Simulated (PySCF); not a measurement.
F₂H₅NSi₂, SMILES N[SiH2][SiH](F)F. Heavy atoms are numbered as in [SiH:1]([F:2])([F:3])[SiH2:4][NH2:5]. Hydrogens are named by the atom that carries them.

Geometry: PBE-D3(BJ)/def2-SVP. This is a generated structure with no PubChem entry under its InChIKey; it may be hypothetical. The values are those of a single conformer.

Computed with HF/pcSseg-1 run with PySCF.

GIAO shieldings, no solvent; atoms alike by connectivity are averaged. δ = σ(ref) − σ: ²⁹Si against TMS (σ = 393.8 ppm); ¹⁹F against CFCl3 (σ = 238.5 ppm); ¹⁵N against NH3 (σ = 267.3 ppm); ¹H against TMS (σ = 31.99 ppm), references at their B3LYP-D3(BJ)/def2-TZVP geometries, non-relativistic.

```
nucleus       atoms  count  δ (ppm)
-------  ----------  -----  -------
²⁹Si      Si1 (SiH)      1     -0.8
²⁹Si     Si4 (SiH2)      1    -49.3
¹⁹F              F2      2   -132.2
¹⁵N        N5 (NH2)      1     -9.7
¹H         H on Si1      1     5.21
¹H         H on Si4      2     4.72
¹H          H on N5      2     0.63
```
